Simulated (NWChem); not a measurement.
System: GeHOBr, singlet; SMILES [Br][Ge][OH]

```xyz
4

Ge     0.4127     0.9824     0.0000
Br    -0.0456    -1.3211     0.0000
O     -1.2824     1.5376     0.0000
H     -1.3525     2.5015     0.0000
```
Atoms are numbered in this order, from 1.

Computed with NWChem. Low-valent species are run as closed-shell singlets; no triplet was tried in these runs. Coordinates come from a PBE0/def2-SVP optimisation. Ions are spin-unrestricted doublets at the neutral geometry; other ion states weren't tried.

### Question
Among these, which level gives the lowest value of “vertical ionisation energy, ΔSCF (eV)”?
A. B3LYP/def2-SVP
B. LRC-wPBEh/def2-SVP
C. Hartree-Fock/def2-SVP
D. M06-2X/def2-SVP

### Answer
C, Hartree-Fock/def2-SVP. Values: Hartree-Fock/def2-SVP 9.14; B3LYP/def2-SVP 9.70; M06-2X/def2-SVP 9.71; LRC-wPBEh/def2-SVP 9.79
